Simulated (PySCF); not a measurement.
Input for PySCF:
```python
from pyscf import gto, scf, mp

mol = gto.M(
    atom='''
C    -0.01988719   -0.09948217   -1.26656962
Si    0.00791311    0.00755088    0.53010163
H    -0.91126202    0.34846772   -1.73680870
H     0.86775006    0.32705096   -1.76305989
H     0.03655798    1.22911263    1.47473221
H    -1.18943448   -0.69231292    1.11923128
H     1.20492807   -0.72113763    1.08389994
''',
    basis='aug-cc-pvdz',
    charge=-1,
    verbose=4,
)

mf = scf.RHF(mol)
mf.kernel()

pt = mp.MP2(mf, frozen=6)
pt.kernel()
print('E(MP2) = %.10f' % pt.e_tot)
```

### Question
Give the nuclear repulsion energy at the level MP2/aug-cc-pVDZ (PySCF).

### Answer
56.3724 Eh

### Question
What SCF-reference HOMO-LUMO gap does MP2/aug-cc-pVDZ give?

### Answer
5.90 eV

### Question
What is the computed SCF-reference Mulliken (on the basis functions themselves) charges in atom order (MP2/aug-cc-pVDZ)?

### Answer
C1 -0.27, Si2 0.32, H3 -0.34, H4 -0.34, H5 -0.14, H6 -0.12, H7 -0.12

### Question
Estimate the total energy that MP2/aug-cc-pVDZ returns for this input.

### Answer
-329.929682 Ha

### Question
Predict the SCF-reference HOMO energy from MP2/aug-cc-pVDZ.

### Answer
-1.86 eV

### Question
Give the MP2 correlation energy at the level MP2/aug-cc-pVDZ.

### Answer
-0.2874 Eh
